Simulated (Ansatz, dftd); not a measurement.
Reaction: BN2H5 (SMILES NBN) → BN2H4 (SMILES NB[NH], doublet) + H (doublet) (the H-N bond breaks)
Each species at its own B3LYP-D3(BJ)/def2-TZVP minimum (Ansatz, a first-principles code), one conformer.

Property: bond dissociation energy (electronic), in kcal/mol. Radicals and triplets start from unrestricted determinants; spin-orbit coupling is neglected. Correlated methods leave the cores frozen. Rows without X2C or -DK are non-relativistic. CBS(X,Y): correlation extrapolated as X^-3, Hartree-Fock from the larger set. A bracket is a step between two methods taken in the basis named. The functionals are non-relativistic, so their misses hold any scalar relativity. 'core' is core correlation in cc-pwCVTZ, 'X2C' scalar relativity in cc-pVTZ-DK, both at CCSD(T). For partners of very few electrons the exact lower level stands in for a higher one.

| level | program | bond dissociation energy (kcal/mol) | difference against the last row |
|---|---|---|---|
| HF/cc-pVTZ | Ansatz | 90.7 | -31.0 |
| PBE-D4/def2-TZVPD | Ansatz + dftd4 | 116.4 | -5.3 |
| PBE/def2-TZVPD | Ansatz | 116.1 | -5.6 |
| B3LYP-D3(BJ)/def2-TZVPD | Ansatz + dftd3 | 117.8 | -3.9 |
| B3LYP-D4/def2-TZVPD | Ansatz + dftd4 | 117.7 | -4.0 |
| r2SCANh/def2-TZVPD | Ansatz | 115.1 | -6.6 |
| CAM-B3LYP/def2-TZVPD | Ansatz | 118.8 | -2.9 |
| wB97M-V/def2-TZVPD | Ansatz | 120.1 | -1.6 |
| MP2/CBS(cc-pVTZ,cc-pVQZ) | Ansatz | 124.8 | 3.1 |
| CCSD/cc-pVDZ | Ansatz | 112.8 | -8.9 |
| CCSD/cc-pVTZ | Ansatz | 118.2 | -3.5 |
| CCSDT(Q)/cc-pVDZ | Ansatz | 113.2 | -8.5 |
| CCSD(T)/CBS(cc-pVTZ,cc-pVQZ) + [CCSDT(Q) - CCSD(T)]/cc-pVDZ + core + X2C | Ansatz | 121.7 | 0.0 |
